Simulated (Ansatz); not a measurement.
A structure relaxed at PBE0-D4/def2-TZVP, charge 0, multiplicity 1:

Cartesian coordinates in Å:
```
O 0.210 1.933 -0.594
C -0.027 0.982 0.423
C -0.500 -0.323 -0.131
C 0.151 -1.454 0.078
Br -0.400 -3.116 -0.604
H 0.848 1.559 -1.208
H -0.801 1.420 1.058
H 0.862 0.826 1.048
H -1.400 -0.304 -0.739
H 1.056 -1.522 0.669
```

(1) Give its formula and SMILES.

(2) Summarise the bond lengths by kind.

Results:

(1) C3H5BrO, `OC/C=C/Br`.

(2) 1 × C–O 1.413 Å; 1 × H–O 0.961 Å; 2 × C–C 1.322 to 1.494 Å; 4 × C–H 1.083 to 1.098 Å; 1 × Br–C 1.879 Å.

Results of the Gaussian-basis code of Ansatz.
